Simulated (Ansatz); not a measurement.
CH$_{9}$BGeSi (`[BH2][GeH]([CH3])[SiH3]`). Charge 0, multiplicity 1.

Cartesian coordinates in Å:
```
B -0.604 0.779 1.895
Ge 0.382 0.537 0.125
C -0.606 1.103 -1.476
Si 0.752 -1.828 -0.015
H -1.800 0.781 1.935
H -0.004 0.833 2.927
H 1.785 1.182 0.122
H -0.063 0.825 -2.380
H -1.588 0.628 -1.495
H -0.743 2.185 -1.471
H 1.447 -2.152 -1.291
H -0.543 -2.561 0.007
H 1.586 -2.313 1.117
```

Question: List the harmonic frequencies (cm⁻¹, unscaled) at PBE0-D4/def2-TZVP in Ansatz. (Best estimate.)

Answer: The calculation gave: 76, 93, 115, 128, 148, 197, 338, 428, 493, 559, 566, 604, 648, 718, 810, 847, 872, 912, 939, 942, 1165, 1260, 1456, 1460, 2109, 2209, 2219, 2227, 2586, 2678, 3064, 3155, 3158.

Question: Is this a minimum?

Answer: Yes, all 33 modes are real.

Question: Give the ideal-gas thermochemistry at 298.15 K and 1 bar (rigid rotor, harmonic oscillator; point group C1, symmetry number 1).

Answer: Zero-point energy 234.3 kJ/mol; H(298) − E = 260.5 kJ/mol; entropy 386.0 J/(mol·K), of which translation 169.8, rotation 113.5, vibration 102.6; G(298) − E = 145.4 kJ/mol. Modes under 100 cm⁻¹ are hindered rotations or soft bends, so the harmonic entropy is rough.
